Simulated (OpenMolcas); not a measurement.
**Kr6+: effect of the active space**

```yaml
Program: OpenMolcas
Method: CASSCF or its RAS form
Basis: ANO-RCC-VTZP
Scalar_Hamiltonian: DKH2, point nucleus
Spin-orbit_coupling: RASSI with atomic mean-field integrals over the reference wave functions, term energies averaged over their components
```

A. 2 electrons in 4 orbitals (4s 4p); 2S+1 = 3 even, 3 roots; 2S+1 = 1 even, 7 roots (6 in the spin-orbit step); 2S+1 = 3 odd, 3 roots; 2S+1 = 1 odd, 3 roots; cost of the order of 11 core-seconds
B. 2 electrons in 8 orbitals (4s 4p 5s 5p); 2S+1 = 3 even, 3 roots; 2S+1 = 1 even, 6 roots; 2S+1 = 3 odd, 3 roots; 2S+1 = 1 odd, 3 roots; cost roughly 9 core-seconds
C. 2 electrons in 9 orbitals (RAS2 4s 4p; RAS3 4d, at most 2 electrons); 2S+1 = 3 even, 3 roots; 2S+1 = 1 even, 7 roots; 2S+1 = 3 odd, 3 roots; 2S+1 = 1 odd, 3 roots; cost of the order of 10 core-seconds

Energies in cm-1 above 4s2 1S0, the measured ground level; measured values from Saloman, J. Phys. Chem. Ref. Data 36, 215 (2007).

```json
{"Level": "4s2 1S0", "A": "0.0", "B": "0.0", "C": "0.0", "Measured": "0.0"}
{"Level": "4s 4p 3P* 0", "A": "114785", "B": "115486", "C": "113906", "Measured": "117390"}
{"Level": "4s 4p 3P* 1", "A": "117366", "B": "118065", "C": "116445", "Measured": "120095"}
{"Level": "4s 4p 3P* 2", "A": "123188", "B": "123887", "C": "122287", "Measured": "126553"}
{"Level": "4s 4p 1P* 1", "A": "182488", "B": "182882", "C": "173350", "Measured": "170835"}
```

Deviations, from unrounded energies. A percentage is the sum of absolute deviations over the sum of measured energies, with the sign that they share, or ± where signs differ.

```
           Against measurement  Levels     A     B     C
mean absolute deviation (cm-1)       4  5100  4700  3500
      other configurations (%)       4  ±3.8  ±3.5  ±2.6
```

C lies closest to measurement on these levels and A furthest from it. The largest miss of C in the table is 4s 4p 3P* 2, by -4300 cm-1. The ranking rests on the paired levels alone, and a cruder setting can come out closer through cancelling errors.

Among A to C the level of the table that moves most is 4s 4p 1P* 1, by 9500 cm-1 (lowest in C, highest in B).

Some high roots are left out of the spin-orbit mixing, which shifts the levels that they would mix with (holds for A). Active for correlation alone: 5p 5s; no level in the range computed is led by a configuration that fills them, so any true level of that kind is missing (holds for B). Active for correlation alone: 4d; no level in the range computed is led by a configuration that fills it, so any true level of that kind is missing (holds for C). Measured partners are found by configuration, term and J. A level has none where our copy of the source lacks it or the pairing is in doubt (some pairs that miss far off the trend of their configuration count as doubtful), and it then counts in no deviation. Only configurations of the active space appear. Levels that lie high or do not pair safely by name in every column are left out.

* marks odd parity.
